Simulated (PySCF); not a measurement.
Bonds (- single, = double, # triple, : aromatic): N1-C2, C2-C3, C3:C4, C4:C5, C5:C6, C6:C7, C7:C8, C8-F9, C8:C3. N1 carries H10, H11; C2 carries H12, H13; C4 carries H14; C5 carries H15; C6 carries H16; C7 carries H17.

Geometry: PBE0-D3(BJ)/def2-SVP; GIAO absolute shieldings from PySCF, gas phase, non-relativistic, averaged over equivalent atoms.

At PBE0/pcSseg-1 (193 basis functions, 22 s wall time on 1 thread of an Arm Neoverse V2, shared host):
```
  atoms  σ (ppm)
     N1    242.7
     C8     17.1
     C3     46.6
     C6     51.5
     C4     55.5
     C5     55.8
     C7     64.6
     C2    141.8
     F9    297.3
    H16    23.92
    H15    23.97
    H14    24.01
    H17    24.18
H12/H13    27.31
H10/H11    30.81
```

**Question.** Estimate the result of repeating the calculation with mPW1PW91/pcSseg-1.

**Answer.** 
```
  atoms  σ at mPW1PW91/pcSseg-1  change
     N1                   241.3    -1.4
     C8                    16.2    -0.9
     C3                    45.7    -0.9
     C6                    50.6    -0.9
     C4                    54.6    -0.9
     C5                    54.8    -1.0
     C7                    63.6    -1.0
     C2                   140.9    -0.9
     F9                   298.0    +0.7
    H16                   23.98   +0.06
    H15                   24.03   +0.06
    H14                   24.07   +0.06
    H17                   24.25   +0.07
H12/H13                   27.37   +0.06
H10/H11                   30.85   +0.04
```

The largest change is at N1 (amine nitrogen). Cost: 193 basis functions, 21 s wall time on 1 thread of an Arm Neoverse V2, shared host. The order of the carbon signals is the same at both levels.
